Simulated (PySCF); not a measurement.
Molecule: `O=S1CCCCC1`, C5H10OS.

Geometry (Å), atoms numbered from 1 in this order:
```xyz
17

O     2.945    0.758   -0.040
S     1.633    0.573   -0.663
C     0.418    1.432    0.439
C    -0.994    1.086    0.007
C    -1.313   -0.389    0.237
C    -0.388   -1.303   -0.563
C     1.065   -1.119   -0.169
H     0.618    2.498    0.340
H     0.628    1.128    1.463
H    -1.706    1.701    0.563
H    -1.108    1.323   -1.054
H    -2.348   -0.583   -0.051
H    -1.218   -0.619    1.300
H    -0.680   -2.343   -0.403
H    -0.496   -1.088   -1.629
H     1.223   -1.221    0.904
H     1.713   -1.823   -0.690
```

Frames of a GFN2-xTB Langevin trajectory at 200 K; GIAO PBE0/pcSseg-1 shieldings in PySCF, gas phase, non-relativistic; equivalent atoms averaged within each frame.

Chemical shifts δ = σref − σ; H2O for $^{17}$O (σref 336.08); CS2 for $^{33}$S (σref 503.73); TMS for $^{13}$C (σref 186.93), $^{1}$H (σref 31.72), all at this level. The references are static minima.

How do the shifts (ppm) fluctuate along the trajectory?

Results:


| time (fs) | O1 | S2 | C3/C7 | C5 | C4/C6 | H8/H17 | H10/H14 | H13 | H12 | H9/H16 |
| --- | --- | --- | --- | --- | --- | --- | --- | --- | --- | --- |
| optimised geometry | 71.6 | 328 | 63.1 | 30.5 | 26.5 | 3.19 | 1.96 | 1.20 | 1.65 | 2.43 |
| 250 | 86.5 | 333 | 64.2 | 31.9 | 31.2 | 3.09 | 3.05 | 2.22 | 2.00 | 1.79 |
| 425 | 71.5 | 331 | 63.1 | 28.9 | 28.0 | 3.24 | 1.65 | 1.59 | 2.26 | 2.36 |
| 625 | 101.3 | 361 | 63.7 | 27.3 | 28.9 | 3.06 | 2.12 | -0.07 | 1.45 | 2.50 |
| 800 | 80.0 | 328 | 64.2 | 33.9 | 27.0 | 3.28 | 1.84 | 2.89 | 1.32 | 2.41 |
| 1000 | 76.6 | 312 | 60.6 | 32.4 | 29.0 | 2.90 | 2.72 | 2.06 | 1.30 | 2.29 |
| mean of frames | 83.2 | 333 | 63.2 | 30.9 | 28.8 | 3.11 | 2.28 | 1.74 | 1.67 | 2.27 |
| standard deviation | 11.5 | 18 | 1.5 | 2.7 | 1.6 | 0.15 | 0.59 | 1.11 | 0.44 | 0.28 |

5 frames give an uncertainty of the mean of about the standard deviation over 2.2 at best, since frames this close in time may not be independent; classical motion lacks zero-point vibration, and the reference would need the same averaging.
